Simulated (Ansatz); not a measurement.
A structure relaxed at PBE0-D4/def2-TZVP, charge 0, multiplicity 1:

```xyz
5

B     0.597   -0.494   -0.488
Zn   -0.729    0.603    0.596
F    -1.877    1.552    1.533
H     1.101   -1.482   -0.043
H     0.908   -0.179   -1.598
```

Problem. Give its formula and SMILES.

Solution. BFH2Zn, `[BH2][Zn][F]`.

Problem. Point group (tolerance 0.08 Å, 0.16 Å for H)?

Solution. C2v.

Problem. Summarise the bond lengths by kind.

Solution. 1 × B–Zn 2.033 Å; 2 × B–H 1.195 Å; 1 × F–Zn 1.760 Å.

Results of the Gaussian-basis code of Ansatz.
